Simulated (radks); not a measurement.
Spherical quantum dot in the effective-mass picture: electrons in a parabolic well V = omega^2 r^2 / 2 with omega = 0.127, all in effective atomic units (hartree* = m*/eps^2 hartree, bohr* = eps/m* bohr), one dielectric constant everywhere. Method: non-relativistic Kohn-Sham, LDA (Slater exchange, Perdew-Wang correlation), spin-polarised, spherical densities; computed with a radial shooting solver with Libxc functionals. Levels are named by radial order and angular momentum (1s, 1p, 1d, 2s, ...), and open shells are averaged over m. Results are scaled to m* = 0.311 and eps = 7.7, for which hartree* = 142.7 meV and bohr* = 1.31 nm.

N = 20, configuration 1s2 1p6 1d10 2s2. This is the lowest configuration that the search found. Occupied and some empty levels:

| level | occupation | eigenvalue (meV) | <r> (nm) |
|---|---|---|---|
| 1s | 2 | 376.36 | 9.255 |
| 1p | 6 | 380.02 | 10.44 |
| 1d | 10 | 385.14 | 11.28 |
| 2s | 2 | 389.48 | 8.500 |
| 1f | 0 | 391.46 | 11.95 |
| 2p | 0 | 397.23 | 9.799 |
| 1g | 0 | 398.81 | 12.52 |

Energy (meV): total 4599.39, kinetic 200.07, external 1613.3, Hartree 3182.5, exchange-correlation -396.48.
